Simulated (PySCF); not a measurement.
Simulated Si 2p region for `N[SiH2][SiH2]O`, binding energy against the vacuum level.

Every computed line was given a Gaussian of 0.7 eV full width at half maximum and an area set by the number of equivalent atoms (split 2:1 within a doublet); the highest printed point is 100. Method: PySCF 2.14.0, delta-SCF UKS SCAN, pcX-2 on the ionised atom, pcseg-1 elsewhere, spin-free X2C.

binding energy (eV), intensity and a bar:
```
    105.7          0 
    105.8          1 
    105.9          2 #
    106.0          5 #
    106.1         10 ###
    106.2         17 #####
    106.3         29 #########
    106.4         43 #############
    106.5         58 #################
    106.6         73 ######################
    106.7         86 ##########################
    106.8         95 ############################
    106.9        100 ##############################
    107.0        100 ##############################
    107.1         96 #############################
    107.2         89 ###########################
    107.3         80 ########################
    107.4         70 #####################
    107.5         60 ##################
    107.6         50 ###############
    107.7         41 ############
    107.8         31 #########
    107.9         23 #######
    108.0         15 #####
    108.1          9 ###
    108.2          5 ##
    108.3          3 #
    108.4          1 
    108.5          0 
    108.6          0 
    108.7          0
```

Task: Count the maxima, the lines and the sites behind this envelope.

Result: The curve has 1 maximum (at 107.0 eV). Under it lie 4 lines from 2 inequivalent silicon sites, each drawn as a 2p3/2, 2p1/2 pair. At this width some lines have no maximum of their own.

Task: Decompose the envelope and assign each component. Numbering: `[NH2:1][SiH2:2][SiH2:3][OH:4]`.

Result: 
| position (eV) | relative area | line | atoms | environment |
| --- | --- | --- | --- | --- |
| 106.66 | 0.67 | Si 2p3/2 | Si2 | SiH2 silicon |
| 107.03 | 0.67 | Si 2p3/2 | Si3 | oxygen-bound silicon |
| 107.28 | 0.33 | Si 2p1/2 | Si2 | SiH2 silicon |
| 107.65 | 0.33 | Si 2p1/2 | Si3 | oxygen-bound silicon |

Task: What are the centre and the root-mean-square width of the whole band?

Result: The area-weighted mean of the lines is 107.05 eV. Their own spread about it is 0.35 eV (rms) and each Gaussian has σ = 0.7/2.355 = 0.30 eV; the variances add, which gives 0.46 eV.

Lowest listed Si 2p3/2: Si2, bonded to N, 2 H and Si. Highest, 0.37 eV above it: Si3, bonded to O, 2 H and Si. Summing the Pauling electronegativity differences to the bonded atoms, each weighted by its formal bond order, gives +1.74 for the lowest site and +2.14 for the highest.

The curve has no shake-up lines and no vibrational structure. Spin–orbit coupling isn't in the SCF: each 2p doublet comes from a relaxed spin-free hole plus a matrix of the shell (mean-field spin–orbit coupling and the ground-state 2p splitting), with 2p3/2 averaged over its two sublevels. 2p1/2 minus 2p3/2 (ligand field included): Si 0.62 eV. Geometry: PBE0-D3(BJ)/def2-SVP, one conformer, isolated molecule.

On one thread, Arm Neoverse V1, shared host, this took 28 s wall.

The values belong to the conformer `[NH2:1][SiH2:2][SiH2:3][OH:4]`: N1–Si2–Si3–O4 167°, H–N1–Si2–Si3 -51°, H–N1–Si2–Si3 169°, H–O4–Si3–Si2 -47°.
